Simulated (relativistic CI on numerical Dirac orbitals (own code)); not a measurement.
Computed by Dirac-Coulomb-Breit CI, separate exchange-only KLI orbitals for each configuration, model QED, unscaled Slater integrals (own radial code, finite nucleus).

Configuration list (outside the closed core [Ne]): 3s²3p⁵, 3s3p⁶, 3s²3p⁴3d, 3s3p⁵3d, 3p⁶3d, 3s3p⁴3d², 3s²3p³3d4p, 3p⁶4s, 3s3p⁴3d4s, 3s²3p⁴4s, 3p⁶4p, 3s²3p⁴4p, 3s²3p⁴4d, 3p⁵3d4p, 3s3p⁵4s, 3s²3p⁴4f, 3s3p⁵4p, 3s3p⁵4d, 3s3p⁵4f, 3s²3p⁴5s, 3s²3p⁴5p, 3s²3p³4s4p, 3s²3p⁴5d, 3s²3p⁴5f, 3s²3p⁴5g, 3s3p⁴4s², 3s3p⁵5s, 3s3p⁵5p, 3s²3p³3d², 3s²3p²3d³, 3s3p³3d³, 3s²3p²3d²4s, 3s²3p²3d²4p, 3s²3p²3d²4d, 3p⁵3d², 3p⁴3d³, 3p⁴3d²4s, 3p⁴3d²4p, 3p⁴3d²4d, 3s²3p³3d4s, 3s3p³3d²4s, 3s²3p²3d4s², 3s²3p²3d4s4p, 3s²3p²3d4s4d, 3p⁵3d4s, 3p⁴3d4s², 3p⁴3d4s4p, 3p⁴3d4s4d, 3s²3p³4s², 3s3p³3d4s², 3s²3p²4s²4p, 3s²3p²4s²4d, 3s²3p³4p², 3s²3p²3d4p², 3s3p³3d4p², 3s²3p²4s4p², 3s²3p²4p³, 3s²3p²4p²4d. Double excitations out of closed p, d and f shells are left out; levels of such configurations are missing from the list, as are those of other unlisted configurations, and high levels can miss mixing partners. These lack a partner that the ground configuration has and come out too high: 3s²3p⁴4f, 3s3p⁵4p, 3s3p⁵4d, 3s3p⁵4f, 3s²3p⁴5s.

At this charge energies of transitions that change n are usually good to better than 1 %, and those within a shell (Δn = 0) to a few per cent.

Outline of the computed level scheme of Lu LV. Lowest level of each configuration: 3s²3p⁵ ²P°3/2 at 0.000 eV; 3s²3p⁴3d ⁴D3/2 at 223.737 eV; 3s²3p³3d² ⁴F°3/2 at 461.307 eV; 3s3p⁶ ²S1/2 at 467.187 eV.

Some strong electric-dipole decays among the lowest 45 levels: 3s²3p⁴3d ²P1/2 → 3s²3p⁵ ²P°3/2 (5.0e+12 s⁻¹); 3s²3p⁴3d ²D5/2 → 3s²3p⁵ ²P°3/2 (2.5e+12 s⁻¹); 3s²3p⁴3d ²P3/2 → 3s²3p⁵ ²P°3/2 (2.5e+12 s⁻¹); 3s3p⁶ ²S1/2 → 3s²3p⁵ ²P°3/2 (1.0e+12 s⁻¹); 3s²3p⁴3d ²D5/2 → 3s²3p⁵ ²P°3/2 (5.8e+11 s⁻¹); 3s²3p³3d² ²G°9/2 → 3s²3p⁴3d ²F7/2 (5.6e+11 s⁻¹); 3s²3p⁴3d ²P3/2 → 3s²3p⁵ ²P°3/2 (4.2e+11 s⁻¹); 3s²3p³3d² ²G°7/2 → 3s²3p⁴3d ⁴D5/2 (4.2e+11 s⁻¹).

LS names give the leading component of a level, which can be under half, so a name can repeat, a term be missing and a line seem to break the LS rules.
